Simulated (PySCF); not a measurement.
Input for PySCF: R-HF/3-21G on C3H2O (a complex).

```python
from pyscf import gto, scf, dft, mp
from pyscf.data.elements import chemcore

mol = gto.M(
    atom='''
    C    -0.14136296    0.60135673   -0.49772889
    C     0.33868034   -0.29403580    0.13533121
    H    -0.56670585    1.39547260   -1.06143003
    H     0.76126688   -1.08504836    0.70559523
    C     0.10625453   -0.68796116    3.56064384
    O    -0.44833351    0.04287753    4.21083598
    ''',
    basis='3-21g',
    charge=0, spin=0, verbose=3, max_memory=1800)
mf = scf.RHF(mol)
mf.conv_tol = 1e-8
mf.max_cycle = 100
mf.kernel()
if not mf.converged:
    mf = mf.newton().run(mf.mo_coeff, mf.mo_occ)
```

Output:

```
converged SCF energy = -188.489970895884
```

The run converged.

Cost: roughly 0.09 core-seconds.
